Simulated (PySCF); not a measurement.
# Structure from NMR data

Molecular formula: C6H11N. Simulated spectra:

¹H NMR (400 MHz, computed): δ 3.48 (m, 2H), 1.55 (m, 4H), 1.20 (m, 4H), 0.41 (br s, 1H).

¹³C{¹H} NMR (computed): δ 59.1 (CH, 2C), 33.5 (CH2, 4C).

- σ from GIAO-PBE0/pcSseg-1
- GFN2-xTB structure
- program: PySCF 2.14
- one computed conformer, fast rotation and ring inversion assumed for equivalent nuclei, isolated molecule, non-relativistic Hamiltonian

References, each an isolated molecule treated in the same way: ¹H (31.72 ppm), ¹³C (186.93 ppm) vs TMS.

Problem. Which candidate is it?
A. C=C(C)[C@@H]1N[C@H]1C
B. C1CC(N2CC2)C1
C. C=C/C(C)=N\CC
D. C#CCCN(C)C
E. C1C[C@H]2CC[C@@H]1N2

Solution. E. 

Rings plus π bonds: 2 (2 rings in the answer). 2 carbon signals for 6 carbons: some carbons are equivalent by symmetry or fast rotation. Carbon types of the structure: 2 × CH, 4 × CH2, leaving 1 H on heteroatoms. δC 59.1: sp3 CH bonded to N; pulled downfield by the heteroatom. δC 33.5: sp3 CH2 in a ring; aliphatic region, no heteroatom directly attached. δH 3.48: hydrogen on an sp3 CH bonded to N; its carbon carries N, an electronegative neighbour. δH 1.55, 1.20: hydrogen on an sp3 CH2 in a ring. δH 0.41: hydrogen on an amine nitrogen; exchangeable; this is the value without hydrogen bonding to other molecules.

The others: C1CC(N2CC2)C1 would give 4 carbon signals, not 2; C=C(C)[C@@H]1N[C@H]1C would give 6 carbon signals, not 2; C=C/C(C)=N\CC would give 6 carbon signals, not 2; C#CCCN(C)C would give 5 carbon signals, not 2.

OH and NH positions are those of a molecule without intermolecular hydrogen bonds; in solution they move with solvent, concentration and temperature, and exchange usually removes their couplings. Shifts are as computed. Against solution values, carbons near 30 ppm lie about +3 ppm off and those near 130 ppm about +5 ppm. Of 1211 compounds with measured shifts, 218 miss one by over three times the rms of a fit or turn the order of signals round; such compounds aren't used in these exercises. Multiplicities follow the n + 1 count of equivalent neighbours, as no J values were calculated; m marks all less simple cases, F and P coupling included.
